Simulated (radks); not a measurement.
Values are calculated unless marked as measured or tabulated.
Ionisation of Mg+, [Ne] 3s1, to Mg2+, [Ne], under several functionals. Dirac Kohn-Sham, spin-unpolarised, spherical densities, finite nucleus; a radial shooting solver on a logarithmic mesh with Libxc functionals.

| functional | E(Mg+) (hartree) | Exc (hartree) | IE (eV) | -e(HOMO) (eV) | <r> HOMO (bohr) | IE error (eV) |
|---|---|---|---|---|---|---|
| exchange-only LDA | -198.30808 | -14.41120 | 14.103 | 10.536 | 2.829 | -0.932 |
| BP86 | -200.12292 | -16.29009 | 14.913 | 11.508 | 2.793 | -0.122 |
| LDA (Slater exchange, Perdew-Wang correlation) | -199.15979 | -15.28672 | 15.043 | 11.521 | 2.777 | +0.008 |
| BLYP | -200.12785 | -16.29412 | 15.215 | 11.407 | 2.775 | +0.180 |
| PW91 | -200.09111 | -16.25854 | 15.070 | 11.402 | 2.797 | +0.034 |
| exchange-only PBE | -199.60201 | -15.75162 | 14.696 | 10.832 | 2.818 | -0.339 |

NIST Atomic Spectra Database: 15.035 eV (measured). Closest: LDA (Slater exchange, Perdew-Wang correlation). The Delta-SCF values span 1.11 eV, the total energies 1.82 hartree. The highest occupied level is 3s1/2. Spin polarisation and multiplet splitting are left out, so open shells lie too high by an amount that depends on their filling.

Beside tabulated values, note that spin-unpolarised runs miss the spin-polarisation part of the exchange energy of open shells.
